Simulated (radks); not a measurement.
Values are calculated unless marked as measured or tabulated.
All-electron atom: Os in [Xe] 4f14 5d(3/2: 4, 5/2: 2) 6s1 6p(1/2: 1, 3/2: 0) (not the ground configuration). Code: a radial shooting solver on a logarithmic mesh with Libxc functionals. Model: Dirac Kohn-Sham, PBE, spin-unpolarised, spherical densities, finite nucleus; Fermi nuclear charge, rms radius 5.4126 fm. Some entries of the table are withheld. Estimate them.

orbital  occ.  eigenvalue (eV)  r(max) (bohr)
1s1/2       2        -73736.35        0.01103
2s1/2       2              (1)        0.06360
2p1/2       2        -12290.39        0.04710
2p3/2       4        -10759.25        0.05415
3s1/2       2        -2987.245         0.1790
3p1/2       2        -2743.391         0.1674
3p3/2       4        -2409.496         0.1818
3d3/2       4        -2000.029         0.1421
3d5/2       6        -1927.700         0.1461
4s1/2       2        -631.1609         0.4053
4p1/2       2        -528.7066         0.4044
4p3/2       4        -450.2836         0.4344
4d3/2       4              (2)         0.4295
4d5/2       6              (3)         0.4389
5s1/2       2              (4)         0.9149
5p1/2       2         -60.8154         0.9749
4f5/2       6              (5)         0.4033
4f7/2       8              (6)         0.4081
5p3/2       4         -48.6111          1.057
5d3/2       4          -8.0336          1.333
6s1/2       1          -7.0315          2.456
5d5/2       2          -6.9756          1.376
6p1/2       1              (7)            (8)
6p3/2       0              (9)           (10)

Answer. 
(1) 2s1/2 eigenvalue (eV): -12834.08
(2) 4d3/2 eigenvalue (eV): -281.9499
(3) 4d5/2 eigenvalue (eV): -267.4229
(4) 5s1/2 eigenvalue (eV): -92.3767
(5) 4f5/2 eigenvalue (eV): -54.4335
(6) 4f7/2 eigenvalue (eV): -51.6288
(7) 6p1/2 eigenvalue (eV): -2.3736
(8) 6p1/2 r(max) (bohr): 3.169
(9) 6p3/2 eigenvalue (eV): -1.7537
(10) 6p3/2 r(max) (bohr): 3.582
